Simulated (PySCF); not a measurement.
Technetium: a sound run and one with changed settings

Sound run: Tc [Kr] 4d5 5s2, Tc+ [Kr] 4d5 5s1. Computed with PySCF 2.14 in cc-pVTZ-PP with ECP28MDF (5s5p4d2f1g, 63 functions), with scalar relativity through the core potential. The sound run starts from symmetry-adapted Hartree-Fock orbitals and uses a fine grid where one is needed.

Changed run: basis STO-3G, all-electron and non-relativistic. This setting is unsound on purpose.

| species | method | sound run (hartree) | changed run (hartree) | converged |
| --- | --- | --- | --- | --- |
| Tc | UHF | -79.84910 | -4163.20517 | yes |
| Tc | r2SCAN | -80.47089 | -4164.98642 | yes |
| Tc | BP86 | -80.51168 | -4165.18223 | yes |
| Tc+ | UHF | -79.64562 | -4163.09448 | yes |
| Tc+ | r2SCAN | -80.22973 | -4164.83226 | yes |
| Tc+ | BP86 | -80.24946 | -4165.00849 | yes |

Ionisation energy of Tc:

```
method  sound run (eV)  changed run (eV)
   UHF           5.537             3.012
r2SCAN           6.562             4.195
  BP86           7.135             4.728
```

A minimal basis cannot let orbitals breathe on ionisation and holds almost no correlation. The Hamiltonian changed with the basis, so the totals do not compare.

For comparison, NIST gives 7.119 eV between the lowest levels.
